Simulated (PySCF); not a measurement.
C3H8BrIn, singlet, geometry from GFN2-xTB (such geometries of metal compounds can be far from the true shape) (core potentials on In); DF-CAMB3LYP/def2-SV(P) (PySCF).

The PySCF input:
```python
from pyscf import gto, scf, dft

mol = gto.M(
    atom='''
In   -0.01293263    0.73316898   -0.02733244
Br    0.51983064   -1.60744123    0.71352299
C     1.01009032    2.24345028    1.30071083
H     2.08110202    2.19701466    1.10850243
H     0.81663935    1.95994343    2.33431148
H     0.64143285    3.24835861    1.11130546
C    -1.38968092    0.72130127   -1.84608890
C    -1.71159031   -0.70117541   -2.26462696
H    -0.87693566    1.26885473   -2.63910105
H    -2.28965348    1.27341964   -1.56872028
H    -2.21085201   -1.24338495   -1.45857704
H    -0.80309878   -1.24749497   -2.52754674
H    -2.37192224   -0.70300542   -3.13415970
''',
    basis='def2-sv(p)',
    ecp={'In': 'def2-sv(p)'},
    verbose=4,
    max_memory=1800,
)

mf = dft.RKS(mol)
mf.xc = 'camb3lyp'
mf = mf.density_fit(auxbasis='def2-universal-jkfit')
mf.kernel()
```

Output, abridged:

```
PySCF version 2.14.0

[INPUT] verbose = 4
[INPUT] num. atoms = 13
[INPUT] num. electrons = 82
[INPUT] charge = 0
[INPUT] spin (= nelec alpha-beta = 2S) = 0
[INPUT] symmetry False subgroup None
[INPUT] Mole.unit = angstrom
[INPUT] Symbol           X                Y                Z      unit          X                Y                Z       unit  Magmom
[INPUT]  1 In    -0.012932630000   0.733168980000  -0.027332440000 AA   -0.024439128770   1.385488575227  -0.051650825916 Bohr   0.0
[INPUT]  2 Br     0.519830640000  -1.607441230000   0.713522990000 AA    0.982337540757  -3.037623686034   1.348363034681 Bohr   0.0
[INPUT]  3 C      1.010090320000   2.243450280000   1.300710830000 AA    1.908794065874   4.239506603279   2.457987235956 Bohr   0.0
[INPUT]  4 H      2.081102020000   2.197014660000   1.108502430000 AA    3.932712855079   4.151755999054   2.094766001115 Bohr   0.0
[INPUT]  5 H      0.816639350000   1.959943430000   2.334311480000 AA    1.543224714043   3.703756302341   4.411209386628 Bohr   0.0
[INPUT]  6 H      0.641432850000   3.248358610000   1.111305460000 AA    1.212132413799   6.138508127273   2.100062960134 Bohr   0.0
[INPUT]  7 C     -1.389680920000   0.721301270000  -1.846088900000 AA   -2.626116339334   1.363061853601  -3.488602422600 Bohr   0.0
[INPUT]  8 C     -1.711590310000  -0.701175410000  -2.264626960000 AA   -3.234436923359  -1.325029490180  -4.279524728706 Bohr   0.0
[INPUT]  9 H     -0.876935660000   1.268854730000  -2.639101050000 AA   -1.657168226265   2.397787931559  -4.987178199552 Bohr   0.0
[INPUT] 10 H     -2.289653480000   1.273419640000  -1.568720280000 AA   -4.326817997357   2.406414361242  -2.964451695251 Bohr   0.0
[INPUT] 11 H     -2.210852010000  -1.243384950000  -1.458577040000 AA   -4.177904800844  -2.349657022906  -2.756311137179 Bohr   0.0
[INPUT] 12 H     -0.803098780000  -1.247494970000  -2.527546740000 AA   -1.517636745172  -2.357423835073  -4.776371105637 Bohr   0.0
[INPUT] 13 H     -2.371922240000  -0.703005420000  -3.134159700000 AA   -4.482283422365  -1.328487707885  -5.922703463649 Bohr   0.0

nuclear repulsion = 447.413957213653
number of shells = 56
number of NR pGTOs = 239
number of NR cGTOs = 116
basis = def2-sv(p)
ecp = {'In': 'def2-sv(p)'}

******** <class 'pyscf.df.df_jk.DFRKS'> ********
method = DFRKS
initial guess = minao
damping factor = 0
level_shift factor = 0
DIIS = <class 'pyscf.scf.diis.CDIIS'>
diis_start_cycle = 1
diis_space = 8
diis_damp = 0
SCF conv_tol = 1e-09
SCF conv_tol_grad = None
SCF max_cycles = 50
direct_scf = False
XC library pyscf.dft.libxc version 7.1.2
    S. Lehtola, C. Steigemann, M. J. T. Oliveira, and M. A. L. Marques,  SoftwareX 7, 1–5 (2018)
XC functionals = camb3lyp
    T. Yanai, D. P. Tew, and N. C. Handy,  Chem. Phys. Lett. 393, 51 (2004)
radial grids:
    Treutler-Ahlrichs [JCP 102, 346 (1995); DOI:10.1063/1.469408] (M4) radial grids

becke partition: Becke, JCP 88, 2547 (1988); DOI:10.1063/1.454033
pruning grids: <function nwchem_prune>
grids dens level: 3
symmetrized grids: False
atomic radii adjust function: <function treutler_atomic_radii_adjust>
small_rho_cutoff = 0
Set gradient conv threshold to 3.16228e-05
Initial guess from minao.
tot grids = 163120
******** <class 'pyscf.df.df.DF'> ********
auxbasis = def2-universal-jkfit
Create RSH-DF object <pyscf.df.df.DF object> for omega=0.33
******** <class 'pyscf.df.df.DF'> ********
auxbasis = auxmol.basis = def2-universal-jkfit
init E= -2860.75867253955
  HOMO = -0.627415268569142  LUMO = -0.511892404384343  gap/eV = 3.14354
cycle= 1 E= -2882.13905231388  delta_E= -21.4  |g|= 1.89  |ddm|= 12.6
  HOMO = -0.0834010076665357  LUMO = 0.0968526062026141  gap/eV = 4.90495
cycle= 2 E= -2882.34255262129  delta_E= -0.204  |g|= 1.93  |ddm|= 5.69
  HOMO = -0.269619478422644  LUMO = 0.0107723537742541  gap/eV = 7.62985
cycle= 3 E= -2883.06347852619  delta_E= -0.721  |g|= 0.0995  |ddm|=    2
  HOMO = -0.308522925389891  LUMO = -0.0215110647821656  gap/eV = 7.80999
cycle= 4 E= -2883.06544175727  delta_E= -0.00196  |g|= 0.0626  |ddm|= 0.222
  HOMO = -0.300776413314102  LUMO = -0.0171545558206803  gap/eV = 7.71774
cycle= 5 E= -2883.06631440444  delta_E= -0.000873  |g|= 0.0161  |ddm|= 0.0685
  HOMO = -0.301500503996273  LUMO = -0.0159303053685995  gap/eV = 7.77076
cycle= 6 E= -2883.06639344157  delta_E= -7.9e-05  |g|= 0.00518  |ddm|= 0.0244
  HOMO = -0.301438041456935  LUMO = -0.0159014517038709  gap/eV = 7.76985
cycle= 7 E= -2883.06640062699  delta_E= -7.19e-06  |g|= 0.00144  |ddm|= 0.00698
  HOMO = -0.301463841985715  LUMO = -0.0159994003852153  gap/eV = 7.76788
cycle= 8 E= -2883.0664013594  delta_E= -7.32e-07  |g|= 0.000538  |ddm|= 0.00272
  HOMO = -0.301494874185246  LUMO = -0.0160210749414046  gap/eV = 7.76814
cycle= 9 E= -2883.06640147058  delta_E= -1.11e-07  |g|= 0.000148  |ddm|= 0.000908
  HOMO = -0.301495785049014  LUMO = -0.0160271496279837  gap/eV = 7.76800
cycle= 10 E= -2883.06640148176  delta_E= -1.12e-08  |g|= 3.71e-05  |ddm|= 0.000364
  HOMO = -0.301492219882868  LUMO = -0.0160247404839436  gap/eV = 7.76797
cycle= 11 E= -2883.06640148247  delta_E= -7.06e-10  |g|= 9.96e-06  |ddm|= 9.44e-05
  HOMO = -0.30149256641004  LUMO = -0.016024226595206  gap/eV = 7.76799
Extra cycle  E= -2883.06640148251  delta_E= -3.96e-11  |g|= 6.39e-06  |ddm|= 2.56e-05
converged SCF energy = -2883.06640148251
```
